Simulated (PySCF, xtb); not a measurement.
CH6GeO3, SMILES [CH3][Ge]([OH])([OH])[OH]. Other conformers were not sampled.

Harmonic wavenumbers (cm⁻¹) from GFN2-xTB (xtb 6.7.1) at its own minimum, in rising order: 85, 95, 98, 177, 178, 216, 222, 224, 262, 524, 564, 565, 591, 773, 777, 779, 820, 821, 1312, 1446, 1447, 3041, 3047, 3047, 3666, 3667, 3670.

### Question
What does PBE-D3(BJ)/def2-SVP run with PySCF give at its own minimum? (An estimate is asked for; the answer gives what the named calculation found.)

### Answer
77, 102, 102, 201, 201, 239, 243, 243, 333, 596, 675, 686, 686, 774, 774, 877, 883, 883, 1207, 1379, 1379, 2998, 3113, 3113, 3719, 3719, 3720. Paired by order, the mean absolute difference is 52 cm⁻¹ and the zero-point energies are 45.9 and 47.1 kcal/mol.
